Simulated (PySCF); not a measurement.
**Telling isomers of C3H10O3Si2 apart by NMR**

One computed conformer, isolated molecule, rapidly exchanging positions averaged, non-relativistic Hamiltonian. NMR shieldings at PBE0/pcSseg-1/GIAO; coordinates at the GFN2-xTB level; PySCF.

Chemical shifts δ = σref − σ; TMS for 1H (σref 31.72), 13C (σref 186.93), all at this level. Where no couplings were computed, multiplicities follow the n + 1 count of equivalent neighbours, and m marks all less simple cases (inequivalent or close neighbours, rings, F or P nearby). Acid and N–H amide carbonyl carbons lie up to 10 ppm further downfield in solution (hydrogen bonding). Shifts are as computed. Against solution values, carbons near 30 ppm lie about +3 ppm off and those near 130 ppm about +5 ppm (rms about the fit 2.1 ppm; single classes can miss by 10 ppm). Of 1328 compounds with measured shifts, 309 miss one by over three times the rms of a fit or turn the order of signals round; such compounds aren't used in these exercises. Signals without a measured value on file couldn't be tested in this way; 1H shifts scatter by 0.2 ppm about their fit, and single ones miss by 0.5 ppm. OH and NH positions are gas-phase values without hydrogen bonding to other molecules.

(1) Tabulate the signals of `O=C(O)CO[SiH2]C[SiH3]`, `C[SiH2]O[Si@@H](C)C(=O)O` and their relative energies.

(2) What is the quickest way to tell O=C(O)CO[SiH2]C[SiH3] from C[SiH2]O[Si@@H](C)C(=O)O?

## Answers

(1) 
```tsv
SMILES	carbon types	δC	δH	E rel. (kcal/mol)
O=C(O)CO[SiH2]C[SiH3]	1×C 2×CH2	181.0, 63.8, -4.9	6.44 (br s, 1H), 5.26 (t, 2H), 4.76 (s, 2H), 3.81 (t, 3H), 0.06 (m, 2H)	45.4
C[SiH2]O[Si@@H](C)C(=O)O	1×C 2×CH3	188.6, 0.0, -0.2	6.67 (br s, 1H), 5.31 (m, 1H), 5.22 (m, 1H), 5.17 (q, 1H), 0.55 (m, 3H), 0.45 (d, 3H)	0.0
```

Energies are electronic energies at PBE0/pcSseg-1 on these geometries, without zero-point or thermal terms, each for the one conformer computed, which needn't be the lowest.

(2) Both give the same number of carbon signals, but DEPT or the intensities differ. The first has an sp3 CH2 bonded to O, α to a carbonyl at 63.8 ppm, the second a methyl carbon bonded to Si (CH3) at 0.0 ppm. Their most deshielded carbons lie at 181.0 and 188.6 ppm.
